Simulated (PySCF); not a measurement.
GeH3O3, SMILES [OH][Ge]([OH])[OH], multiplicity 2.

Coordinates come from a PBE-D3(BJ)/def2-SVP optimisation. The isomer is the one that the SMILES or the coordinates give; other isomers of the formula were not compared. One conformer was computed; it need not be the lowest.

Method: PBE-D3(BJ)/def2-SVP (PySCF).

Frequencies are harmonic and unscaled.

Modes within 1.5 cm⁻¹ of each other (mostly degenerate sets) share a row, with their intensities summed.

Computed harmonic wavenumbers and intensities:
```
mode   ν (cm⁻¹)  IR (km/mol)  moving atoms (share of kinetic energy)
-----  --------  -----------  --------------------------------------
1–2         116         77.9                          H 71 %, O 24 %
3           194        191.3                                  H 95 %
4–5         241         21.5                          O 63 %, H 31 %
6           246         19.5                         O 67 %, Ge 31 %
7           619         17.1                          O 88 %, Ge 9 %
8–9         653        194.8                         O 76 %, Ge 22 %
10          841         48.4                                  H 93 %
11–12       853        219.8                                  H 90 %
13–14      3705        203.2                                  H 94 %
15         3706          0.0                                  H 94 %
```
